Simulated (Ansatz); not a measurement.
`CB(C)O[SiH3]` → `CB(C)O` + `[SiH2]` at 400 K and 1 bar (silylene loss).

Program: Ansatz. Geometries: PBE0-D4/def2-TZVP. ΔE: electronic, gas phase. CBS: MP2 limit from def2 TZ/QZ plus the TZ coupled-cluster correction, frozen cores. This one scheme is used for every species. One conformer a species, not always the lowest.

```json
{"species": "`CB(C)O[SiH3]`", "CCSD(T)/CBS energy (Eh)": "-470.67451", "H − E (kJ/mol)": "320.5", "S (J/(mol·K))": "421.6"}
{"species": "`CB(C)O`", "CCSD(T)/CBS energy (Eh)": "-180.36349", "H − E (kJ/mol)": "271.1", "S (J/(mol·K))": "347.3"}
{"species": "`[SiH2]`", "CCSD(T)/CBS energy (Eh)": "-290.19011", "H − E (kJ/mol)": "44.2", "S (J/(mol·K))": "218.1"}
```

H − E and S are ideal-gas, rigid-rotor, harmonic terms from PBE0-D4/def2-TZVP, for one conformer and one mirror image of each species. 1 Eh = 2625.50 kJ/mol, R = 8.31446 J/(mol·K).

Task: By hand: ΔE, ΔH, ΔS and ΔG.

Result: ΔE = (-180.36349) + (-290.19011) − (-470.67451) = 0.12091 Eh = 317.4 kJ/mol. Δ(H − E) = 271.1 + 44.2 − 320.5 = -5.2, so ΔH = 312.2 kJ/mol. ΔS = 347.3 + 218.1 − 421.6 = 143.8 J/(mol·K). ΔG = 312.2 − 400 × (143.8)/1000 = 254.7 kJ/mol.

Task: By hand: the equilibrium constant, and the temperature at which ΔG would vanish if ΔH and ΔS stayed fixed.

Result: log₁₀ K = −ΔG/(RT ln 10) = -33.3. ΔG = 0 at ΔH/ΔS = 2171 K.

The number of gas molecules changes by +1, which sets the sign of ΔS. A doubt of 5 kJ/mol in ΔE shifts log₁₀ K by 0.7 here. Other conformers and mirror images would add mixing entropy, several J/(mol·K) or more a flexible species. Modes under 60 cm⁻¹, often nearly free rotors, make the harmonic entropy too high. These are equilibria of isolated gas molecules and say nothing of rates. Largest T1 diagnostic: 0.014 (customary marks: 0.02 for closed shells, 0.045 for open ones).
